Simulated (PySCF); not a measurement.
Radial density of Ni+ (nickel, charge +1)

wB97X, [Ar] 3d8 4p1, one real determinant (an excited configuration). Calculation: PySCF 2.14, in aug-pcseg-2 (7s5p4d3f2g, 81 functions); the non-relativistic Hamiltonian (point nucleus).

```json
{"r (bohr)": "0.00106", "4πr²ρ (e/bohr)": "0.1986", "4πr²(ρα − ρβ)": "0.0000"}
{"r (bohr)": "0.00178", "4πr²ρ (e/bohr)": "0.5400", "4πr²(ρα − ρβ)": "0.0000"}
{"r (bohr)": "0.00300", "4πr²ρ (e/bohr)": "1.427", "4πr²(ρα − ρβ)": "0.0000"}
{"r (bohr)": "0.00504", "4πr²ρ (e/bohr)": "3.601", "4πr²(ρα − ρβ)": "0.0001"}
{"r (bohr)": "0.00848", "4πr²ρ (e/bohr)": "8.403", "4πr²(ρα − ρβ)": "0.0001"}
{"r (bohr)": "0.0143", "4πr²ρ (e/bohr)": "17.22", "4πr²(ρα − ρβ)": "0.0004"}
{"r (bohr)": "0.0240", "4πr²ρ (e/bohr)": "28.46", "4πr²(ρα − ρβ)": "0.0011"}
{"r (bohr)": "0.0404", "4πr²ρ (e/bohr)": "33.66", "4πr²(ρα − ρβ)": "0.0039"}
{"r (bohr)": "0.0679", "4πr²ρ (e/bohr)": "27.95", "4πr²(ρα − ρβ)": "0.0158"}
{"r (bohr)": "0.114", "4πr²ρ (e/bohr)": "30.67", "4πr²(ρα − ρβ)": "0.0609"}
{"r (bohr)": "0.192", "4πr²ρ (e/bohr)": "37.49", "4πr²(ρα − ρβ)": "0.2638"}
{"r (bohr)": "0.323", "4πr²ρ (e/bohr)": "19.27", "4πr²(ρα − ρβ)": "1.0414"}
{"r (bohr)": "0.543", "4πr²ρ (e/bohr)": "19.49", "4πr²(ρα − ρβ)": "2.1078"}
{"r (bohr)": "0.914", "4πr²ρ (e/bohr)": "14.19", "4πr²(ρα − ρβ)": "1.6050"}
{"r (bohr)": "1.54", "4πr²ρ (e/bohr)": "3.099", "4πr²(ρα − ρβ)": "0.6093"}
{"r (bohr)": "2.59", "4πr²ρ (e/bohr)": "0.6338", "4πr²(ρα − ρβ)": "0.4136"}
{"r (bohr)": "4.35", "4πr²ρ (e/bohr)": "0.1609", "4πr²(ρα − ρβ)": "0.1558"}
{"r (bohr)": "7.32", "4πr²ρ (e/bohr)": "0.01117", "4πr²(ρα − ρβ)": "0.0112"}
{"r (bohr)": "12.3", "4πr²ρ (e/bohr)": "5.646e-05", "4πr²(ρα − ρβ)": "0.0001"}
```

⟨L²⟩ = 14.01 against 20 for a pure G term, so this real determinant mixes terms.
